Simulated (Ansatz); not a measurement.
A nudged elastic band was laid between two geometries of BF2H + H2S (7 atoms, charge 0, multiplicity 1).

All numbers below come from RKS r2SCAN/def2-mTZVP (Ansatz).

| Property | Result |
| --- | --- |
| movable images | 7 |
| climbing image | yes |
| spring | 5.0 eV/Å² |
| optimiser | quadratic models (default) |
| start path | through a guess of the saddle point |
| force threshold | 0.05 eV/Å |
| iteration limit | 60 |
| end points | relaxed |

First end point:

```xyz
7
Properties=species:S:1:pos:R:3
B 0.043 0.346 -0.012
H 0.477 0.903 0.942
F 0.819 0.057 -1.050
F -1.268 0.192 -0.172
S 0.339 -2.269 1.158
H -0.003 -2.785 -0.045
H -0.943 -2.281 1.592
```

Last end point:

```xyz
7
Properties=species:S:1:pos:R:3
B 0.155 -0.730 -0.527
H -0.487 0.537 2.272
F 1.076 0.218 -0.543
F -1.110 -0.379 -0.712
S 0.655 -2.445 -0.269
H -0.605 -2.935 -0.347
H -0.219 -0.103 2.540
```

(1) What changes between the two ends?

(2) What energy profile does the band end with?

(3) What is the geometry of the highest image?

Answers

(1) Bonds broken: B1–H2, S5–H7. Bonds formed: B1–S5, H2–H7. BF2H + H2S becomes BF2HS + H2.

(2) The run converged. The highest image is number 5 of 0 to 8, 125.7 kJ/mol above the first end and 162.4 kJ/mol above the last; the last end lies 36.7 kJ/mol below the first. Neighbouring images differ by up to 1.3 eV, so the band resolves the path poorly. A vibrational analysis at the climbing image gives one clearly imaginary mode, 1043i cm⁻¹: a first-order saddle point. The orbitals stay closed-shell, which can raise the energy where a bond breaks towards radicals; this wasn't checked here.

| image | path coordinate (Å) | energy (kJ/mol) | B1–H2 (Å) | S5–H7 (Å) | B1–S5 (Å) |
| --- | --- | --- | --- | --- | --- |
| 0 | 0.00 | 0.0 | 1.19 | 1.35 | 2.88 |
| 1 | 0.75 | 0.7 | 1.19 | 1.35 | 2.89 |
| 2 | 1.50 | 1.8 | 1.19 | 1.35 | 2.92 |
| 3 | 2.25 | 4.2 | 1.19 | 1.35 | 2.78 |
| 4 | 3.00 | 32.0 | 1.20 | 1.36 | 2.58 |
| 5 | 3.75 | 125.7 | 1.35 | 1.67 | 2.06 |
| 6 | 4.54 | 4.2 | 2.08 | 2.37 | 1.84 |
| 7 | 5.33 | -33.1 | 2.70 | 3.02 | 1.81 |
| 8 | 6.13 | -36.7 | 3.14 | 3.76 | 1.81 |

(3) 
```xyz
7
Properties=species:S:1:pos:R:3
B -0.017 -0.270 0.048
H -0.247 0.048 1.339
F 1.045 0.438 -0.365
F -1.189 -0.191 -0.605
S 0.542 -2.233 0.356
H -0.739 -2.670 0.311
H 0.069 -0.958 1.328
```

Time of the run: 4.7 min on 2 threads of Intel(R) Xeon(R) Platinum 8259CL CPU @ 2.50GHz (Skylake/Cascade Lake), with other jobs on the host, peak memory 0.18 GiB.
